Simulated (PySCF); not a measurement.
# Computed data sheet: `[CH2][C@H](C)S(=O)(=O)O` [radical]

Species: C3H7O3S (doublet state).
Cartesian coordinates in Å at the PBE0-D3(BJ)/def2-SVP level; atoms count from 1:
```
atom  x, y, z in Å
C1    -0.5838    1.5414    0.3468
C2    -0.5115    0.3319   -0.4945
C3    -1.1994   -0.8964    0.0733
S4     1.2429   -0.0556   -0.8537
O5     1.8916    1.1499   -1.3195
O6     1.3351   -1.3056   -1.5970
O7     1.7969   -0.3692    0.6485
H8    -0.6269    1.4405    1.4337
H9    -0.3914    2.5245   -0.0848
H10   -0.8664    0.5443   -1.5191
H11   -0.8068   -1.1297    1.0742
H12   -2.2780   -0.7038    0.1653
H13   -1.0516   -1.7674   -0.5796
H14    2.0479   -1.3057    0.6571
```

From PBE0-D3(BJ)/def2-SVP geometry optimisation, gas phase (PySCF):

```yaml
Rotational_constants_A_B_C: 3.107, 2.128, 1.773 GHz
Dipole_moment: 3.65 D
```

UKS B3LYP, IGLO-III on C O S, pcH-1 on H, non-relativistic, mean-field spin-orbit, GIAO (PySCF):

```yaml
Isotropic_g_value: 2.00269
Principal_g_values: 2.00223, 2.00242, 2.00342
Spin_squared_⟨S²⟩: 0.754
Largest_Mulliken_spin_population: 1.05 on C1
Largest_isotropic_hyperfine_couplings_means_over_sets_of_like_nuclei: 13C +94.9 (C1), 33S +86.0 (S4), 1H -60.6 (H8/H9), 1H +46.2 (H10), 13C -26.6 (C2) MHz
```

Monoisotopic mass from the formula: 123.0116 u.

⟨S²⟩ is 0.004 above the pure-spin value S(S + 1) = 0.75. The dipole matches unit charges of opposite sign 0.76 Å apart (1 e·Å = 4.8032 D). The rotational constants make it an asymmetric top with κ = (2B − A − C)/(A − C) = -0.47, nearer the prolate limit (−1). At 9.50 GHz, hν = g·μB·B₀ (B₀ the magnetic field) puts the centre of the isotropic spectrum, to first order, at 338.9 mT. g_iso is shifted by about +370 ppm from the free-electron value 2.002319; the principal values span 0.0012. With B = h/(8π²I), that is 505.379 GHz u Å² over I, the principal moments of inertia are 162.6, 237.5 and 285.0 u Å² (most abundant isotopes); the inertial defect Ic − Ia − Ib is -115.1 u Å² (zero for a rigid planar frame, negative otherwise).

Couplings of like nuclei are plain means over topologically equivalent atoms, as if these changed places fast (by rotation of a methyl-like group, say); in this geometry the members of some sets differ.

One conformer stands for the species.
